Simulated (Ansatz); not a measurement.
Geometry optimisation, RKS B3LYP-D4/def2-SVP (Ansatz 0.2.0).

The input (input.yaml):

```yaml
crystal:
  periodic: [false, false, false]
  atoms:
    - { symbol: C, position_ang: [0.0727, -1.4061, -0.8635] }
    - { symbol: O, position_ang: [-0.7866, -0.2891, -0.4381] }
    - { symbol: C, position_ang: [-0.0979, 0.6282, 0.3732] }
    - { symbol: "N", position_ang: [0.4731, 0.0049, 1.6215] }
    - { symbol: O, position_ang: [1.0285, 1.1858, -0.3137] }
    - { symbol: Se, position_ang: [-1.2897, 2.078, 0.888] }
    - { symbol: H, position_ang: [-0.4933, -1.8997, -1.6724] }
    - { symbol: H, position_ang: [0.2351, -2.0689, -0.0586] }
    - { symbol: H, position_ang: [0.9948, -1.0071, -1.2665] }
    - { symbol: H, position_ang: [1.46027, 0.05112, 1.67359] }
    - { symbol: H, position_ang: [0.06494, 0.64234, 2.45059] }
    - { symbol: H, position_ang: [0.6898, 1.5812, -1.1239] }
    - { symbol: H, position_ang: [-1.6781, 2.3829, -0.5964] }
basis:
  gaussian: { orbitals: def2-SVP }
hamiltonian:
  xc: b3lyp
  dispersion: d4
relax:
  f_tol: 0.015
  max_steps: 40
```

Run as:

```bash
$ ansatz run input.yaml --threads 2 --pin off --max-ram 3072MiB --backend cpu --events-out ev --progress --plain --runs-dir out
```

Task: Where does it end, and by what steps?

Result: The forces met the threshold. After 18 steps the energy has fallen by 0.822 eV; H13 moved furthest, 1.08 Å.

| step | energy less start (eV) | largest force component (eV/Å) | accepted |
| --- | --- | --- | --- |
| 0 | 0.0000 | 4.108 | yes |
| 1 | -0.5170 | 1.270 | yes |
| 2 | -0.6354 | 0.680 | yes |
| 3 | -0.6817 | 0.403 | yes |
| 4 | -0.7031 | 0.756 | yes |
| 5 | -0.7520 | 0.761 | yes |
| 6 | -0.7925 | 0.353 | yes |
| 7 | -0.8049 | 0.314 | yes |
| 8 | -0.7954 | 0.594 | no |
| 9 | -0.8191 | 0.039 | yes |
| 10 | -0.8201 | 0.032 | yes |
| 11 | -0.8206 | 0.036 | yes |
| 12 | -0.8209 | 0.070 | yes |
| 13 | -0.8211 | 0.078 | yes |
| 14 | -0.8215 | 0.036 | yes |
| 15 | -0.8218 | 0.037 | yes |
| 16 | -0.8220 | 0.039 | yes |
| 17 | -0.8221 | 0.028 | yes |
| 18 | -0.8222 | 0.005 | yes |

```xyz
13
Properties=species:S:1:pos:R:3
C -0.021 -1.350 -0.872
O -0.616 -0.107 -0.504
C 0.180 0.723 0.276
N 0.539 0.106 1.499
O 1.363 1.108 -0.335
Se -0.980 2.430 0.470
H -0.746 -1.853 -1.526
H 0.187 -1.974 0.011
H 0.922 -1.190 -1.419
H 1.222 0.660 2.010
H -0.276 -0.058 2.084
H 1.124 1.641 -1.107
H -2.227 1.746 0.087
```

Time of the run: 110 s on 2 threads of Intel(R) Xeon(R) CPU @ 2.80GHz (Skylake/Cascade Lake), with other jobs on the host, peak memory 0.44 GiB.
